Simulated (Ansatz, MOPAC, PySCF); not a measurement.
Pair of molecules: HCl (SMILES Cl) (first 2 atoms) with SiH4 (SMILES [SiH4]); geometry from B3LYP-D3(BJ)/def2-TZVP, rigid monomers moved along the line of their centres of mass till Cl1···Si3 is 3.39 Å.
(charge 0, multiplicity 1):
```xyz
7

Cl    -0.06854    -0.33803    -0.32481
H     -0.67544    -1.32229     0.22906
Si     0.00902     0.10444     3.03703
H      0.82492     1.21397     2.50016
H     -1.37198     0.19551     2.51205
H     -0.02618     0.18206     4.51580
H      0.59864    -1.19247     2.63367
```

Monomers are frozen at their geometry in the pair; levels with a basis set take the counterpoise correction. Rows marked so take none.

Cores are frozen in the correlated methods. CBS(a, b) extrapolates the correlation energy as X⁻³ and adds the Hartree–Fock energy of set b. Rows in 3-21G, 6-31G*, LANL2DZ carry no dispersion term and start afresh at each structure (6-31G* with six Cartesian d functions). MP2/6-31G* freezes PySCF's default core. LANL2DZ brings its own core potentials from Na on. The state reached by PM3, PM6, PM7 isn't checked; PM7 holds dispersion and hydrogen-bond terms.

Programs: Ansatz (a program for electronic structure) with Gaussian orbitals; MOPAC for PM3, PM6, PM7 (differences of heats of formation); PySCF for 3-21G rows, 6-31G* rows, LANL2DZ rows, the dispersion terms. 

Other levels give for the interaction energy: PBE/def2-TZVPPD 2.8; B3LYP/def2-TZVPPD 7.2; B3LYP-D3(BJ)/def2-TZVPPD -1.1; wB97M-V/def2-TZVPPD -1.4; CCSD(T)/CBS(aug-cc-pV(D+d)Z, aug-cc-pV(T+d)Z) -1.2 kJ/mol.

Problem. What do these common cheap choices give for the same quantity: PM3, PM6, PM7, BP86/6-31G* (no counterpoise), B3LYP/3-21G (no counterpoise), B3LYP/LANL2DZ (no counterpoise), MP2/6-31G*, MP2/6-31G* (no counterpoise)?

Solution. PM3 0.4; PM6 -0.5; PM7 -1.9; BP86/6-31G* (no counterpoise) 6.8; B3LYP/3-21G (no counterpoise) -0.2; B3LYP/LANL2DZ (no counterpoise) 7.2; MP2/6-31G* 8.7; MP2/6-31G* (no counterpoise) 4.4 kJ/mol. They span -1.9 to 8.7 kJ/mol.
